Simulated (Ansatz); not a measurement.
One change: `[OH][Ge]([F])([F])[SH]` becomes `[OH][Ge]([F])([F])[Cl]`.

Ansatz, PBE0-D4/def2-TZVP geometries, multiplicity 1. Each molecule was computed in one conformer, which needn't be the lowest.

Scalar relativity is left out up to krypton.

```json
{"property": "LUMO energy (ωB97M-V/def2-TZVPP) / eV", "`[OH][Ge]([F])([F])[SH]`": "0.99"}
{"property": "ideal-gas entropy at 298 K and 1 bar (rigid rotor, harmonic PBE0-D4/def2-TZVP) / J/(mol·K)", "`[OH][Ge]([F])([F])[SH]`": "362"}
{"property": "size of the dipole moment (ωB97M-V/def2-TZVPP) / D", "`[OH][Ge]([F])([F])[SH]`": "2.01"}
{"property": "LUMO energy (B3LYP/def2-TZVPP) / eV", "`[OH][Ge]([F])([F])[SH]`": "-1.35"}
{"property": "size of the dipole moment (PBE/def2-TZVPP) / D", "`[OH][Ge]([F])([F])[SH]`": "1.97"}
{"property": "HOMO–LUMO gap (PBE0/def2-TZVPP) / eV", "`[OH][Ge]([F])([F])[SH]`": "7.56"}
```

Q: Give the same properties after the change, and the shifts. (Estimate.)

A: Ansatz gave: 
| property | `[OH][Ge]([F])([F])[Cl]` | shift |
| --- | --- | --- |
| LUMO energy (ωB97M-V/def2-TZVPP) / eV | 0.75 | -0.24 |
| ideal-gas entropy at 298 K and 1 bar (rigid rotor, harmonic PBE0-D4/def2-TZVP) / J/(mol·K) | 350 | -12 |
| size of the dipole moment (ωB97M-V/def2-TZVPP) / D | 1.35 | -0.66 |
| LUMO energy (B3LYP/def2-TZVPP) / eV | -1.67 | -0.32 |
| size of the dipole moment (PBE/def2-TZVPP) / D | 1.35 | -0.62 |
| HOMO–LUMO gap (PBE0/def2-TZVPP) / eV | 8.90 | 1.34 |

With PBE0 the HOMO falls by 1.64 eV and the LUMO falls by 0.31 eV, so the gap widens by about 1.33 eV. PBE moves the HOMO by -1.30 eV and ωB97M-V by -1.75 eV. The zero-point energy changes by -21.4 kJ/mol with -3 modes. Dipoles are sizes alone; their direction can turn.

Positive LUMOs are unbound, so they and the gaps depend on the basis.

B3LYP here is the variant with VWN-RPA as its local correlation; programs differ in this.
